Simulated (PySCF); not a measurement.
Al(F)2(NH2) (AlF2H2N), SMILES [NH2][Al]([F])[F].

The structure is a stationary point at PBE0-D3(BJ)/def2-SVP. One conformer was computed; it need not be the lowest.

Vertical ionisation energy (IE) and electron affinity (EA) in eV. Rows of orbital energies are one-electron estimates. Where ΔSCF, EOM or ADC give a negative EA the extra electron is unbound and the value depends on the basis.

```csv
level,IE,EA
"−ε(HOMO), −ε(LUMO), r2SCAN/def2-TZVPD (PySCF)",6.96,1.30
ADC(2)/aug-cc-pVDZ (PySCF),___,___
```

Question: Some entries are withheld; supply them. (The exact figures need the calculation; the answer reports its results.)

Answer: 
- ADC(2)/aug-cc-pVDZ (PySCF), IE: 9.98
- ADC(2)/aug-cc-pVDZ (PySCF), EA: -0.29

Question: Beyond the first one, list the lowest photoelectron lines from ADC(2)/aug-cc-pVDZ in PySCF with their pole strengths (two spins summed). (The exact figures need the calculation; the answer reports its results.)

Answer: 13.18 eV (1.75), 13.34 eV (1.75), 13.49 eV (1.75), 13.92 eV (1.76), 14.44 eV (1.76).
